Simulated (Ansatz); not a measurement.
`F/C=[C](/F)[GaH2]` + `[OH][AlH2]` → `[AlH2][O][GaH2]` + `F/C=C/F`  (ligand exchange at a Ga–C bond)

Gas-phase electronic energies from Ansatz, PBE0-D4/def2-TZVP geometries. CCSD(T)/CBS adds triple-zeta CCSD(T) − MP2 to the extrapolated MP2 energy (def2 sets, frozen cores). This one scheme is used for every species. Double bonds are as drawn, so ΔE can hold a change between cis and trans. Functionals use def2-TZVPP. B3LYP here is the variant with VWN-RPA as its local correlation; programs differ in this. For Ga outer-core shells are correlated without core-valence functions, which leaves a few kJ/mol of doubt a bond. Scalar relativity is left out up to krypton.

| level | ΔE (eV) |
| --- | --- |
| r2SCAN-D4 | -0.79 |
| B3LYP-D4 | -0.81 |
| r2SCAN0-D4 | -0.81 |
| B2PLYP | -0.85 |
| PBE-QIDH | -0.81 |
| r2SCAN | -0.79 |
| SCS-MP2/def2-TZVPP | -0.87 |
| MP2/def2-QZVPP | -0.81 |

Question: What does CCSD(T)/CBS give? (An estimate is asked.)

Answer: Ansatz gave: -0.78 eV. The listed levels differ from it by -0.01, -0.03, -0.03, -0.07, -0.03, -0.01, -0.09, -0.03 eV.

Largest T1 diagnostic among the species: 0.015.

At CCSD(T), def2-SVP lies −0.17 eV from the extrapolated value and def2-TZVPP −0.05 eV. In def2-TZVPP, CCSD(T) changes the Hartree–Fock value by +0.16 eV (the triples alone add +0.02 eV) and MP2 by +0.15 eV. From BLYP to BHLYP (50 % exact exchange), in def2-TZVPP and without D4, ΔE moves by −0.08 eV.
